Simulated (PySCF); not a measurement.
A structure optimised at PBE-D3(BJ)/def2-SVP, used in a PySCF frequency run:

```xyz
9

Si     1.7788     0.3245     1.0248
F      2.2337    -1.2220     0.7680
S      0.6290     1.0693    -0.6566
Si    -1.1207    -0.0873    -0.3938
F     -2.4164     0.8419    -0.1424
F     -0.9679    -1.0733     0.8831
F     -1.4350    -0.9926    -1.6909
H      1.0021     0.3864     2.2968
H      2.9901     1.1991     1.0154
```

Question: Write its SMILES and formula.

Answer: F[SiH2]S[Si](F)(F)F, F₄H₂SSi₂

Question: What are its rotational constants (standard atomic weights)?

Answer: 2.4034, 0.93872, 0.86130 GHz
